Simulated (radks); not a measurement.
Effect of the nuclear size on the palladium ion Pd2+, [Kr] 4d8. All-electron calculation, Dirac Kohn-Sham, BLYP, spin-unpolarised, spherical densities, finite nucleus; open shells fill j = l - 1/2 first; Fermi nuclear charge, rms radius 4.5318 fm. Program: a radial shooting solver on a logarithmic mesh with Libxc functionals. The rms radius is varied about that value; shifts are against it.

| rms radius (fm) | total energy shift (eV) | density at nucleus (e/bohr^3) | 1s1/2 shift (meV) | 2s1/2 shift (meV) | 4s1/2 shift (meV) | 4p1/2 shift (meV) | 5s1/2 (empty) shift (meV) |
|---|---|---|---|---|---|---|---|
| 3.6345 | -0.900 | 1.367e+05 | -379 | -42.0 | -1.46 | 0.057 | -0.178 |
| 4.3551 | -0.191 | 1.335e+05 | -80.4 | -8.91 | -0.311 | 0.012 | -0.038 |
| 4.5318 | 0 | 1.328e+05 | 0.000 | 0.000 | 0.000 | 0.000 | 0.000 |
| 4.9079 | 0.428 | 1.315e+05 | 180 | 20.0 | 0.697 | -0.027 | 0.084 |
| 5.5651 | 1.25 | 1.293e+05 | 525 | 58.2 | 2.03 | -0.078 | 0.246 |

Slopes of the eigenvalues against <r^2> in GHz/fm^2, as finite differences over the two radii next to the reference (eigenvalue slopes, not the field-shift constants of lines): 1s1/2 12300, 2s1/2 1370, 4s1/2 47.6, 4p1/2 -1.84, 5s1/2 (empty) 5.77.
